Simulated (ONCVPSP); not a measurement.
## Potentials for Tc (Z = 43) compared

Generated with ld1.x 7.5 (TM, RRKJ, ultrasoft, PAW), atompaw 4.2 or ONCVPSP 4.0.1. The cutoff is in Ry: for ld1.x and atompaw files where the sum of valence levels is converged to 10 mRy in a Bessel basis, for ONCV files where the hardest occupied wave has 1 mHa per electron of residual kinetic energy. The error is the largest all-electron minus pseudo excitation energy over each file’s own four to seven test configurations (ionisations up to +4, promotions, holes and added fractions of an electron), all of which were solved. The labels leave out finer settings (local radius, basis sizes, second energies), which also bear on the numbers. Spin-polarised tests are not counted. The rows are a selection from randomly drawn settings: files with unsolved tests, undetermined cutoffs or missed reference levels are left out.

```tsv
potential	cutoff (Ry)	largest error (meV)	bound ghosts
ONCV, PBEsol, scalar-relativistic, rc 1.85/1.70/1.45 (spd), local smoothed, core correction yes, reference 4s2 4p6 4d5 5s1.75 5p0.25, qcut 5.1/10.1/6.5, projectors 3/3/2	53	-10	none
ONCV, LDA (Perdew-Zunger), fully relativistic, rc 1.80/1.75/1.95/2.05 (spdf), local smoothed, core correction yes, reference 4s2 4p6 4d5 5s0.5, qcut 8.7/7.6/8.4/4.9, projectors 2/2/3/2	44	+19	none
ONCV, PBEsol, scalar-relativistic, rc 1.55/1.85/1.45 (spd), local smoothed, core correction yes, reference 4s2 4p6 4d5 5s2, qcut 9.8/6.4/5.9, projectors 2/2/2	61	-7.0	none
ONCV, PBEsol, fully relativistic, rc 2.40/3.70/2.20/3.45 (spdf), local smoothed, core correction yes, reference 4d5 5s1.5 5p0.5, qcut 2.3/2.4/6.3/3.4, projectors 2/2/1/2	33	-354	none
ONCV, PBEsol, scalar-relativistic, rc 1.90/1.20/2.20 (spd), local smoothed, core correction yes, reference 4s2 4p6 4d5 5s2, qcut 4.8/7.3/5.7, projectors 2/1/2	53	-648	none
ONCV, PBE, scalar-relativistic, rc 2.05/2.30/1.70 (spd), local smoothed, core correction no, reference 4s2 4p6 4d5 5s1.75 5p0.25, qcut 6.6/4.8/11.1, projectors 2/2/3	46	-13	none
ONCV, PBE, scalar-relativistic, rc 1.70/1.40/1.85 (spd), local smoothed, core correction yes, reference 4s2 4p6 4d5 5s2, qcut 6.5/9.4/9, projectors 2/2/3	62	-10	none
ONCV, PW91, scalar-relativistic, rc 1.35/1.20/1.70 (spd), local smoothed, core correction no, reference 4s2 4p6 4d5 5s2, qcut 7/6.8/10.5, projectors 3/1/1	84	-4.5	none
```

Q: Fill in the row for Tc: ONCV, PBE, scalar-relativistic, rc 1.75/1.95/2.30 (spd), local smoothed, core correction no, reference 4s2 4p6 4d5 5s1.75, qcut 7.3/8.9/5.8, projectors 2/2/2.

A: cutoff 35 Ry, largest error -288 meV, bound ghosts: none.
